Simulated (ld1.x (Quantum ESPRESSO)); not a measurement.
## What the settings do to the TM potential of hafnium

Base potential:

Hf (Z = 72), norm-conserving Troullier–Martins (Kleinman–Bylander form), made with ld1.x (Quantum ESPRESSO) 7.5 (LDA (PZ), scalar-relativistic). Core [Xe] 4f14, reference 5d2 6s2 6p0. Waves: 6s (bound): rc 2.15 bohr; 6p (bound, empty): rc 3.65 bohr; 5d (bound): rc 1.70 bohr. Local part: all-electron potential smoothed inside 2.45 bohr (lloc = -1). Core correction: Bessel-smoothed model core inside 1.70 bohr.

All-electron outer shells of the reference configuration (LDA (PZ), scalar-relativistic, ld1.x):

```tsv
shell	level (eV)	outermost node (bohr)	outermost maximum (bohr)
5p	-35.71	0.60	1.16
4f	-17.03	–	0.45
6s	-5.27	1.37	2.89
5d	-2.87	0.67	1.71
6p	-1.47	1.66	4.05
```

Cutoffs, loose and tight: the cutoffs (Ry, on a coarse ladder) from which the occupation-weighted sum of valence levels, in a spherical-Bessel basis at the reference potential, stays within 10 and 1 mRy of its value at 400 Ry. They do not see the model core or the augmentation charge, which bear on the density cutoff. Test errors are all-electron minus pseudo excitation energies from the reference, over the configurations 5d2 6s1 6p0; 5d2 6s0 6p0; 5d1 6s0 6p0; 5d2 6s0 6p1; 5d2 6s1.5 6p0; 5d1 6s2 6p0; 5d1 6s2 6p1 (two spin-polarised tests are not counted in the largest error). A dash means not determined; rows that change the core or the reference have their own tests. The largest error is taken over the tests solved by every variant that gives reliable tests at all: 5d1 6s0 6p0; 5d2 6s0 6p0; 5d2 6s0 6p1.

A true bound ghost makes a file unfit for plane-wave use even where its test errors are small: the radial tests pick states by their node count and pass the ghost by. Where a test does run into it, the solver fails or the error is huge.

```csv
change,outcome,"cutoff, loose","cutoff, tight",bound ghosts,largest test error (meV)
base,generated,25 Ry,45 Ry,s,-298
wave 6s (bound): rc 2.15 bohr becomes 6s (bound): rc 1.58 bohr,generated,230 Ry,over 300 Ry,s,-510
wave 6s (bound): rc 2.15 bohr becomes 6s (bound): rc 1.88 bohr,generated,55 Ry,90 Ry,s,-382
wave 6s (bound): rc 2.15 bohr becomes 6s (bound): rc 2.14 bohr,generated,25 Ry,50 Ry,s,-308
wave 6s (bound): rc 2.15 bohr becomes 6s (bound): rc 2.38 bohr,generated,21 Ry,30 Ry,s,-269
wave 6s (bound): rc 2.15 bohr becomes 6s (bound): rc 2.52 bohr,generated,21 Ry,30 Ry,s,-259
wave 6s (bound): rc 2.15 bohr becomes 6s (bound): rc 2.74 bohr,generated,21 Ry,30 Ry,s,-251
wave 6s (bound): rc 2.15 bohr becomes 6s (bound): rc 3.02 bohr,generated,21 Ry,30 Ry,s,-258
wave 6s (bound): rc 2.15 bohr becomes 6s (bound): rc 3.26 bohr,generated,21 Ry,30 Ry,s,-283
```

(1) What comes out with this change to the base: wave 6s (bound): rc 2.15 bohr becomes 6s (bound): rc 1.34 bohr?

## Answers

(1) outcome: failed: run_pseudo: Errors in PS-KS equation. Cause: the pseudo-atom solver did not find the valence states with the expected number of nodes, which is the usual sign of a ghost state.

Reading the sweep of the s radius (base included, trends over the rows without a ghost): Bound ghosts are found at 1.58, 1.88, 2.14, 2.15, 2.38, 2.52, 2.74, 3.02, 3.26 bohr. Every judged row has one, so this setting neither creates nor removes them. The generation fails at 1.34 bohr.
